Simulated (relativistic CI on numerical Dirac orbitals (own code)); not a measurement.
## Hyperfine structure of Xe¹²⁺, mass number 131

Method of calculation: Dirac-Coulomb-Breit CI, separate exchange-only KLI orbitals for each configuration, QED by a radiative potential, unscaled Slater integrals (own radial code, finite nucleus).

Configuration list (outside the closed core [Ar] 3d10): 4s2.4p6.4d6, 4s2.4p5.4d7, 4s2.4p6.4d5.4f, 4s2.4p4.4d8, 4s2.4p6.4d5.5s, 4s.4p6.4d7, 4s2.4p6.4d5.5p, 4s2.4p6.4d4.5s2, 4p6.4d8, 4s2.4p6.4d4.4f.5s, 4s2.4p6.4d5.5d, 4s2.4p6.4d4.5p2, 4s2.4p6.4d5.6s, 4s2.4p6.4d5.6d. Levels of other configurations are missing.

Nuclear spin I = 3/2, μ = 0.69185 μN, Q = -0.114 b (tables of Stone and Pyykkö). The electronic factors are computed for point nuclear moments, without core polarisation or the Bohr-Weisskopf and QED corrections.

```json
{"Level": "4s2.4p6.4d6 5D_4", "E (eV)": "0.0000", "A (MHz)": "737.9", "B (MHz)": "-454"}
{"Level": "4s2.4p6.4d6 5D_3", "E (eV)": "1.2542", "A (MHz)": "500.1", "B (MHz)": "-95.7"}
{"Level": "4s2.4p6.4d6 5D_2", "E (eV)": "1.2677", "A (MHz)": "660.3", "B (MHz)": "102"}
{"Level": "4s2.4p6.4d6 5D_1", "E (eV)": "1.8956", "A (MHz)": "564", "B (MHz)": "148"}
{"Level": "4s2.4p6.4d6 3P_2", "E (eV)": "4.5170", "A (MHz)": "347.3", "B (MHz)": "110"}
{"Level": "4s2.4p6.4d6 3H_5", "E (eV)": "5.0722", "A (MHz)": "1130", "B (MHz)": "-131"}
{"Level": "4s2.4p6.4d6 3H_6", "E (eV)": "5.1407", "A (MHz)": "1215", "B (MHz)": "284"}
{"Level": "4s2.4p6.4d6 3F_3", "E (eV)": "5.5827", "A (MHz)": "1346", "B (MHz)": "-234"}
```

Levels with J = 0, under 50 % of one LS term, or S terms without an open s electron are left out. Small factors come from cancelling terms and can be off by tens of per cent or more.

At this charge energies of transitions that change n are usually good to better than 1 %, and those within a shell (Δn = 0) to a few per cent. Terms inside the open d or f shell come out 10 to 20 % too wide with unscaled integrals. Levels and lines within the n = 5 or 6 shells can be off by up to 10 % or somewhat more, and those that change n by about 2 %, since core polarisation is missing.

(1) Give the hyperfine levels of 4s2.4p6.4d6 5D_4 relative to its centre of gravity.

Answers

(1) With K = F(F + 1) − I(I + 1) − J(J + 1), E = AK/2 + B[¾K(K + 1) − I(I + 1)J(J + 1)]/[2I(2I − 1)J(2J − 1)]: F = 5/2: -5757, F = 7/2: -2863, F = 9/2: 567.4, F = 11/2: 4314 MHz.

LS names give the leading component of a level, which can be under half, so a name can repeat, a term be missing and a line seem to break the LS rules.
